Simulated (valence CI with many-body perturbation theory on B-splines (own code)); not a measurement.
Level structure of Tl LVIII

Calculated by relativistic CI+MBPT: six valence electrons over a frozen Dirac-Fock core [Ar], radial functions for each j: 7 s, 7 p, 8 d, 6 f, 4 g, 1 h, with the one-electron correlation potential Σ1, the two-electron term Σ2, the three-electron term Σ3, Breit, model QED; selected CI, second order for the rest, scaled by the run's own slope (own B-spline code, finite nucleus).

No measured spectrum was set against this ion. As an estimate, large intervals hold to a few tenths of a per cent, small ones and those within an open d or f shell to about a per cent. Core correlation moves these levels by up to 17000 cm⁻¹, and in measured spectra 5 to 20 % of such shifts remained as error; rates that hang on mixing are uncertain with them. Among the levels kept, up to 1100 cm⁻¹ of a level comes from second order outside the variational space, and about a tenth of that is noise between levels of different J, which matters for small intervals. The list stops below the first excitations out of the core. Only levels of the ground parity were solved; by the run's estimate the other parity begins above the list, which can be wrong where configurations are misplaced.

Levels 1 to 29 of 29, with energies above the lowest level, (3d3/2^4 3d5/2^2) J=4. "Leading %" is the weight of the configuration and term that name the level; weights of strongly mixed levels are sums over their largest components and can fall short, so below about 35 % the name and the second component can differ from the true leading terms, or belong to a minority configuration. In the jj column 3d3/2^4 stands for four electrons in 3d with j = 3/2. Lifetimes count E1, E2, E3, M1 and M2 decay at the calculated energies, and are blank where another channel may lead or the interval is too uncertain; long ones can be off by a factor of two.

| No. | Configuration | Term | J | E (eV) | Leading % | Lifetime | g | Leading jj |
| --- | --- | --- | --- | --- | --- | --- | --- | --- |
| 1 | 3d6 | 3F | 4 | 0.00 | 42 |  | 1.221 | 3d3/2^4 3d5/2^2 (99 %) |
| 2 | 3d6 | 3P | 2 | 9.06 | 38 | 32.4 s | 1.241 | 3d3/2^4 3d5/2^2 (98 %) |
| 3 | 3d6 | 3P | 0 | 30.68 | 56 | 112 ms |  | 3d3/2^4 3d5/2^2 (96 %) |
| 4 | 3d6 | 5D | 3 | 100.30 | 58 | 74.6 ns | 1.319 | 3d3/2^3 3d5/2^3 (99 %) |
| 5 | 3d6 | 5D | 4 | 101.11 | 46 | 85.5 ns | 1.178 | 3d3/2^3 3d5/2^3 (98 %) |
| 6 | 3d6 | 5D | 1 | 105.99 | 44 | 65.9 ns | 1.241 | 3d3/2^3 3d5/2^3 (99 %) |
| 7 | 3d6 | 3H | 6 | 109.46 | 65 | 4.46 ms | 1.094 | 3d3/2^3 3d5/2^3 (100 %) |
| 8 | 3d6 | 3G | 5 | 109.73 | 62 | 397 ns | 1.123 | 3d3/2^3 3d5/2^3 (100 %) |
| 9 | 3d6 | 3F | 2 | 118.03 | 47 | 133 ns | 0.990 | 3d3/2^3 3d5/2^3 (98 %) |
| 10 | 3d6 | 3D | 3 | 119.69 | 33 | 219 ns | 1.063 | 3d3/2^3 3d5/2^3 (99 %) |
| 11 | 3d6 | 3P | 0 | 129.54 | 61 |  |  | 3d3/2^3 3d5/2^3 (95 %) |
| 12 | 3d6 | 1G | 4 | 135.45 | 47 | 5.72 μs | 1.046 | 3d3/2^3 3d5/2^3 (98 %) |
| 13 | 3d6 | 3P | 1 | 136.73 | 70 | 173 ns | 1.242 | 3d3/2^3 3d5/2^3 (99 %) |
| 14 | 3d6 | 3D | 2 | 137.04 | 28 | 875 ns | 1.111 | 3d3/2^3 3d5/2^3 (96 %) |
| 15 | 3d6 | 3F | 3 | 137.98 | 57 | 319 ns | 1.053 | 3d3/2^3 3d5/2^3 (100 %) |
| 16 | 3d6 | 5D | 2 | 206.42 | 66 | 36.3 ns | 1.422 | 3d3/2^2 3d5/2^4 (99 %) |
| 17 | 3d6 | 5D | 0 | 209.62 | 66 | 32.6 ns |  | 3d3/2^2 3d5/2^4 (99 %) |
| 18 | 3d6 | 3H | 4 | 212.58 | 42 | 46.4 ns | 1.097 | 3d3/2^2 3d5/2^4 (99 %) |
| 19 | 3d6 | 5D | 3 | 216.20 | 34 | 49.1 ns | 1.199 | 3d3/2^2 3d5/2^4 (98 %) |
| 20 | 3d6 | 3H | 5 | 217.18 | 62 | 78.9 ns | 1.083 | 3d3/2^2 3d5/2^4 (100 %) |
| 21 | 3d6 | 1I | 6 | 220.46 | 65 | 138 ns | 1.045 | 3d3/2^2 3d5/2^4 (100 %) |
| 22 | 3d6 | 3F | 3 | 225.32 | 42 | 71.1 ns | 0.975 | 3d3/2^2 3d5/2^4 (99 %) |
| 23 | 3d6 | 3D | 1 | 227.47 | 51 | 58.2 ns | 0.976 | 3d3/2^2 3d5/2^4 (98 %) |
| 24 | 3d6 | 1G | 4 | 229.34 | 49 | 97.8 ns | 1.035 | 3d3/2^2 3d5/2^4 (99 %) |
| 25 | 3d6 | 3F | 2 | 231.30 | 35 | 84.3 ns | 1.043 | 3d3/2^2 3d5/2^4 (98 %) |
| 26 | 3d6 | 3F | 2 | 244.74 | 65 | 54.4 ns | 0.887 | 3d3/2^2 3d5/2^4 (99 %) |
| 27 | 3d6 | 3F | 4 | 250.05 | 62 | 87.9 ns | 1.150 | 3d3/2^2 3d5/2^4 (99 %) |
| 28 | 3d6 | 1D | 2 | 269.44 | 75 | 98.4 ns | 1.026 | 3d3/2^2 3d5/2^4 (98 %) |
| 29 | 3d6 | 1S | 0 | 290.06 | 79 | 72.9 ns |  | 3d3/2^2 3d5/2^4 (97 %) |

The ionisation energy to 3d5 2D_5/2 of the next ion comes out as 5823.9 eV (NIST: 5824 ± 6 eV (theoretical)). All 29 levels together are meant to be complete up to 290.69 eV.
